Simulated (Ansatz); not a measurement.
Spectroscopic constants of SeF, multiplicity 4 (not the ground state: that is measured with 2S+1 = 2). No spin–orbit coupling. Se is treated without relativity.

The constants come from a fifth-degree fit in 1/R (seven points, main isotopes). Runs in def2 and cc sets follow the lowest solution found near the PBE0 minimum.

Correlated levels freeze the inner cores; with def2 sets outer-core shells near the valence are correlated too.

The values were computed with Ansatz (an electronic-structure program) with Gaussian orbitals. Each number belongs to the level named beside it.

| level | r_e (Å) | ω_e (cm⁻¹) | ω_e x_e (cm⁻¹) | dipole (D) |
|---|---|---|---|---|
| PBE/def2-TZVPP | 2.042 | 403 | 2.1 | 2.53 |
| PBE0/def2-TZVPP | 1.998 | 431 | 2.4 | 2.85 |
| wB97X-V/def2-TZVPP | 1.995 | 444 | 2.4 | 2.93 |
| CCSD/def2-TZVPP | 1.991 | (withheld) | 2.5 | - |
| CCSD(T)/def2-TZVPP | (withheld) | (withheld) | 1.4 | - |

Problem. Complete the blanks.

Solution. 
- CCSD(T)/def2-TZVPP, r_e (Å): 1.990
- CCSD(T)/def2-TZVPP, ω_e (cm⁻¹): 454
- CCSD/def2-TZVPP, ω_e (cm⁻¹): 437
